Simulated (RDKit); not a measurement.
Conformational energy of SMILES C([SiH2][SiH2]O)(=O)O (CH6O3Si2). Scanned: dihedral Si4–C2–O3–H7 and dihedral O1–C2–Si4–Si5; all other coordinates were relaxed at GFN2-xTB. Points at φ and −φ are mirror images. Heavy atoms are numbered in the order of the SMILES O=C(O)[SiH2][SiH2]O, hydrogens after them in the order of the atoms that carry them; the mirror image has the same energies with the sign of each dihedral reversed.

Method: UFF // GFN2-xTB run with RDKit.

Energy in kcal/mol above the lowest grid point; x is the dihedral Si4–C2–O3–H7 (°), y the dihedral O1–C2–Si4–Si5 (°).

| y \ x | -150 | -120 | -90 | -60 | -30 | 0 | 30 | 60 | 90 | 120 | 150 | 180 |
|---|---|---|---|---|---|---|---|---|---|---|---|---|
| 180 | 6.8 | 12.0 | 11.3 | 14.6 | 27.5 | 33.4 | 27.5 | 14.6 | 11.3 | 12.0 | 6.8 | 4.1 |
| 150 | 7.3 | 12.7 | 18.8 | 7.6 | 8.8 | 19.7 | 28.4 | 24.0 | 14.4 | 10.0 | 5.6 | 4.2 |
| 120 | 6.6 | 12.6 | 19.5 | 12.3 | 2.6 | 3.0 | 11.7 | 19.7 | 16.9 | 9.1 | 5.5 | 5.0 |
| 90 | 5.5 | 9.4 | 17.6 | 11.0 | 1.7 | 0.0 | 2.3 | 8.0 | 15.5 | 9.8 | 5.8 | 4.1 |
| 60 | 5.1 | 7.8 | 14.1 | 13.7 | 8.6 | 5.6 | 6.0 | 8.2 | 13.4 | 14.4 | 8.5 | 4.4 |
| 30 | 13.8 | 15.8 | 17.5 | 20.2 | 15.9 | 13.5 | 13.5 | 15.5 | 15.1 | 22.0 | 18.6 | 13.8 |
| 0 | 16.4 | 18.5 | 16.5 | 18.0 | 15.8 | 15.0 | 15.8 | 18.0 | 16.5 | 18.5 | 16.4 | 15.3 |
| -30 | 18.6 | 22.0 | 15.1 | 15.5 | 13.5 | 13.5 | 15.9 | 20.2 | 17.5 | 15.8 | 13.8 | 13.8 |
| -60 | 8.5 | 14.4 | 13.4 | 8.2 | 6.0 | 5.6 | 8.6 | 13.7 | 14.1 | 7.8 | 5.1 | 4.4 |
| -90 | 5.8 | 9.8 | 15.5 | 8.0 | 2.3 | 0.0 | 1.7 | 11.0 | 17.6 | 9.4 | 5.5 | 4.1 |
| -120 | 5.5 | 9.1 | 16.9 | 19.7 | 11.7 | 3.0 | 2.6 | 12.3 | 19.5 | 12.6 | 6.6 | 5.0 |
| -150 | 5.6 | 10.0 | 14.4 | 24.0 | 28.4 | 19.7 | 8.8 | 7.6 | 18.8 | 12.7 | 7.3 | 4.2 |

Points that lie below all their neighbours on the grid: x = 0, y = -90 (0.0 kcal/mol); x = 0, y = 90 (0.0 kcal/mol); x = 180, y = -90 (4.1 kcal/mol); x = 180, y = 90 (4.1 kcal/mol); x = 180, y = 180 (4.1 kcal/mol). The lowest path on the grid from the first to the second passes x = 90, y = 180 at 11.3 kcal/mol.
